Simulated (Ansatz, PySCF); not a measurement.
Gas-phase reaction in SMILES: NB(N)N + 3 [H][H] (H2) → B (BH3) + 3 N (NH3)
Each molecule is optimised on its own at B3LYP-D3(BJ)/def2-TZVP (Ansatz, an electronic-structure program), one conformer each, not searched for the lowest. Frequencies are from Ansatz or PySCF.

Wanted: energy of full hydrogenation (0 K, with B3LYP-D3(BJ) harmonic zero-point energies), in eV. Valence correlation only, unless marked. Spin-orbit coupling is left out. Non-relativistic. Basis-set limits of correlation are two-point, X^-3; Hartree-Fock from the larger set. The bracket is a focal-point correction in the basis named.

| level | program | energy of full hydrogenation (eV) |
|---|---|---|
| r2SCAN-D3(BJ)/def2-TZVPD | Ansatz + dftd3 | 3.17 |
| B3LYP/def2-TZVPD | Ansatz | ___ |
| PBE0/def2-SVP | Ansatz | ___ |
| TPSSh-D3(BJ)/def2-TZVPD | PySCF + dftd3 | 3.06 |
| r2SCANh-D4/def2-TZVPD | Ansatz + dftd4 | 3.14 |
| LC-wPBE-D3(BJ)/def2-TZVPD | Ansatz + dftd3 | 3.04 |
| B2PLYP-D4/def2-TZVPD | Ansatz + dftd4 | ___ |
| SCS-MP2/aug-cc-pVDZ | Ansatz | 2.64 |
| SCS-MP2/cc-pVTZ | Ansatz | 2.94 |
| CCSD/6-31G* | Ansatz | 3.18 |
| RI-MP2/CBS(aug-cc-pVTZ,aug-cc-pVQZ)+[CCSD(T)-MP2]/aug-cc-pVTZ | Ansatz | 2.95 |

What belongs in the gaps?


- B3LYP/def2-TZVPD, energy of full hydrogenation (eV): 2.87
- PBE0/def2-SVP, energy of full hydrogenation (eV): 3.30
- B2PLYP-D4/def2-TZVPD, energy of full hydrogenation (eV): 3.03
